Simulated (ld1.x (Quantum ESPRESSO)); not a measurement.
Cs, TM: configuration errors across variants

| Property | Result |
| --- | --- |
| Element | Cs |
| Generator | ld1.x (Quantum ESPRESSO) 7.5 |
| Type | norm-conserving Troullier–Martins (Kleinman–Bylander form) |
| Functional | LDA (PZ) |
| Relativity | fully relativistic |
| Frozen core | [Xe] |
| Valence charge | 1 |
| Reference configuration | 5d0 6s0.75 6p0 (charge +0.25) |
| Partial waves | 6p (bound, empty): rc 3.75 bohr; 5d (bound, empty): rc 3.20 bohr; 6s (bound): rc 3.20 bohr |
| Local potential | the s channel |
| Core correction | a·sin(br)/r model core inside 1.65 bohr |

Open shells are filled in proportion to 2j + 1 (rel_dist='average').

All-electron excitation energies from the reference (eV): (1) 5d0 6s1 6p0 -0.666; (2) 5d0 6s0.5 6p0 0.889; (3) 5d0 6s0 6p1 0.807; (4) 5d0.5 6s0.5 6p0 0.201; (5) 5d1 6s0 6p0 1.055.

2 further variants failed, have other tests or too few solved ones, and are left out.

A true bound ghost makes a file unfit for plane-wave use even where its test errors are small: the radial tests pick states by their node count and pass the ghost by.

Errors AE − PS in meV (a dash: test not solved or not reliable):

```csv
change,(1),(2),(3),(4),(5),bound ghosts
base,-0.2,-0.8,-4.8,-2.0,-4.8,"p1/2, p3/2"
"all radii but the core radius scaled by about 0.94 (s 3.00, p 3.50, d 3.00 bohr)",+0.3,-0.1,-4.9,-1.7,-5.1,"p1/2, p3/2"
"all radii but the core radius scaled by about 1.12 (s 3.58, p 4.20, d 3.58 bohr)",-0.4,-1.0,-5.6,-2.6,-6.3,none
"all radii but the core radius scaled by about 1.31 (s 4.20, p 4.92, d 4.20 bohr)",-0.5,-1.0,-7.0,-3.0,-7.6,none
"all radii but the core radius scaled by about 1.36 (s 4.34, p 5.08, d 4.34 bohr)",-0.5,-1.0,-7.3,-3.0,-7.3,none
```

Task: Give the same row for: all radii but the core radius scaled by about 1.23 (s 3.92, p 4.60, d 3.92 bohr).

Result: -0.5, -1.0, -6.2, -3.0, -7.6; bound ghosts: none.
